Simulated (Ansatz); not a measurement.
One change: `F[SiH2]N[Si](F)(Cl)Cl` becomes `N#C[Si](F)(Cl)Cl`.

Ansatz, PBE0-D4/def2-TZVP geometries, multiplicity 1. Each molecule was computed in one conformer, which needn't be the lowest.

```json
{"property": "size of the dipole moment (B3LYP/def2-TZVPP) / D", "`F[SiH2]N[Si](F)(Cl)Cl`": "2.17"}
{"property": "zero-point energy (PBE0-D4/def2-TZVP) / kJ/mol", "`F[SiH2]N[Si](F)(Cl)Cl`": "116.7"}
{"property": "LUMO energy (ωB97M-V/def2-TZVPP) / eV", "`F[SiH2]N[Si](F)(Cl)Cl`": "1.73"}
{"property": "HOMO–LUMO gap (PBE0/def2-TZVPP) / eV", "`F[SiH2]N[Si](F)(Cl)Cl`": "8.98"}
{"property": "LUMO energy (PBE0/def2-TZVPP) / eV", "`F[SiH2]N[Si](F)(Cl)Cl`": "0.09"}
{"property": "HOMO energy (PBE0/def2-TZVPP) / eV", "`F[SiH2]N[Si](F)(Cl)Cl`": "-8.89"}
```

(1) What does the change do to each property? (An estimate is asked.)

Answers

(1) The calculation gave: 
```tsv
property	`N#C[Si](F)(Cl)Cl`	shift
size of the dipole moment (B3LYP/def2-TZVPP) / D	2.38	0.21
zero-point energy (PBE0-D4/def2-TZVP) / kJ/mol	40.8	-75.9
LUMO energy (ωB97M-V/def2-TZVPP) / eV	0.68	-1.05
HOMO–LUMO gap (PBE0/def2-TZVPP) / eV	8.71	-0.27
LUMO energy (PBE0/def2-TZVPP) / eV	-1.47	-1.56
HOMO energy (PBE0/def2-TZVPP) / eV	-10.18	-1.29
```

With PBE0 the HOMO falls by 1.29 eV and the LUMO falls by 1.56 eV, so the gap narrows by about 0.27 eV. PBE moves the HOMO by -1.30 eV and ωB97M-V by -1.24 eV. The zero-point energy changes by -75.9 kJ/mol with -12 modes. Dipoles are sizes alone; their direction can turn.

B3LYP here is the variant with VWN-RPA as its local correlation; programs differ in this.
